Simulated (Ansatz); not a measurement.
CH₄O₃, SMILES OC(O)O.

Geometry optimised at r2SCAN-D4/def2-SVP. The values are those of a single conformer.

Two levels are set side by side: PBE/def2-SVPD (Ansatz, a program for electronic structure) and CAM-B3LYP/def2-SVPD (Ansatz). Energy differences of separate SCF runs at the same geometry; the states with an electron removed or added have multiplicity 2 and 2. Differences are taken from unrounded values.

```
quantity                           CAM-B3LYP    PBE  PBE minus CAM-B3LYP
---------------------------------  ---------  -----  -------------------
vertical ionisation energy (eV)        11.51  10.67                -0.84
vertical singlet–triplet gap (eV)       7.76   6.81                -0.96
```
